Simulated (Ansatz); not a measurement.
`[CH3][GaH][CH3]`, relaxed with RKS PBE0-D4/def2-TZVP in the Gaussian-basis code of Ansatz from a PBE-D4/def2-SVP geometry. The force threshold is 0.005 eV/Å; the program also tests the step.

Charge 0, multiplicity 1.

Start:

```xyz
10

C    -1.304   -0.265   -1.088
Ga    0.455   -0.596   -0.235
C     1.041    0.609    1.226
H    -2.115   -0.387   -0.338
H    -1.510   -0.944   -1.938
H    -1.363    0.783   -1.450
H     1.375   -1.800   -0.716
H     1.154    1.642    0.834
H     2.001    0.303    1.684
H     0.266    0.655    2.021
```

**Question.** How much energy does the relaxation release, and in how many steps? (Estimate.)

**Answer.** Computed: 3.17 kJ/mol, in 23 steps, 7 of them rejected.

**Question.** Which bonds change most? (An estimate is asked.)

**Answer.** The calculation gave: C1–H6 from 1.111 to 1.092 Å; C3–H10 from 1.110 to 1.092 Å; C3–H8 from 1.111 to 1.096 Å; C1–H5 from 1.107 to 1.091 Å.

**Question.** Give the relaxed structure. (An estimate is asked.)

**Answer.** The calculation gave: 
```xyz
10

C    -1.329   -0.287   -1.060
Ga    0.435   -0.568   -0.227
C     1.058    0.640    1.201
H    -2.097   -0.757   -0.436
H    -1.396   -0.733   -2.054
H    -1.576    0.775   -1.127
H     1.352   -1.762   -0.704
H     1.513    1.526    0.745
H     1.811    0.177    1.840
H     0.229    0.989    1.821
```
